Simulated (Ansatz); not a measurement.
Level of theory: frozen-core CCSD(T)/cc-pVTZ // PBE0-D4/def2-TZVP run with Ansatz (a first-principles code).

Ansatz 0.2 input:
```yaml
crystal:
  periodic: [false, false, false]
  atoms:
    - { symbol: Cl, position_ang: [-0.960113, -1.375142, -0.066349] }
    - { symbol: C, position_ang: [-0.000082, 0.000788, 0.209364] }
    - { symbol: Cl, position_ang: [1.670416, -0.14323, -0.072558] }
    - { symbol: Cl, position_ang: [-0.711733, 1.518954, -0.072643] }
basis:
  gaussian: { orbitals: cc-pVTZ }
correlation:
  method: ccsd_t
magnetization:
  spin_polarized: true
  initial_magnetization: 1
```

Output:

```
Functional definition: HF
793 factors; integrals over basis functions are off by at most 6.8e-4 eV
mean field evaluation 1: about -38539.3479 eV, gradient 1.7e1 eV
mean field evaluation 2: about -38539.3565 eV, gradient 1.7e1 eV
mean field evaluation 4: about -38541.3634 eV, gradient 3.0e0 eV
mean field evaluation 8: about -38541.5795 eV, gradient 1.3e-1 eV
mean field evaluation 16: about -38539.3479 eV, gradient 1.7e1 eV
mean field -38541.57899316 eV, -1416.3769035780 hartree, gradient 1.3e-6 eV, S^2 0.769727; 0 other end points of the search recorded, 0 dependent functions left out
16 core orbitals not correlated
reference -38541.57899316 eV, -1416.3769035780 hartree; 13, 12 occupied and 103, 104 virtual orbitals, 793 factors
second order -19.08249662 eV of doubles, -0.00000000 eV of singles
cycle   1  -19.76621555 eV  change   -6.8e-1 eV  update   9.8e-2
cycle   2  -20.23814109 eV  change   -4.7e-1 eV  update   2.9e-2
cycle   3  -20.35070336 eV  change   -1.1e-1 eV  update   1.8e-2
cycle   4  -20.34761278 eV  change    3.1e-3 eV  update   6.6e-3
cycle   5  -20.34613328 eV  change    1.5e-3 eV  update   2.8e-3
cycle   6  -20.34631171 eV  change   -1.8e-4 eV  update   7.6e-4
cycle   7  -20.34648997 eV  change   -1.8e-4 eV  update   2.2e-4
cycle   8  -20.34654037 eV  change   -5.0e-5 eV  update   9.4e-5
cycle   9  -20.34652178 eV  change    1.9e-5 eV  update   3.7e-5
cycle  10  -20.34649791 eV  change    2.4e-5 eV  update   1.6e-5
perturbative correction -0.94267561 eV, -0.0346426895 hartree
Total energy: -38562.86816667 eV, -1417.1592662742 hartree
```

Cost: roughly 100 core-seconds.
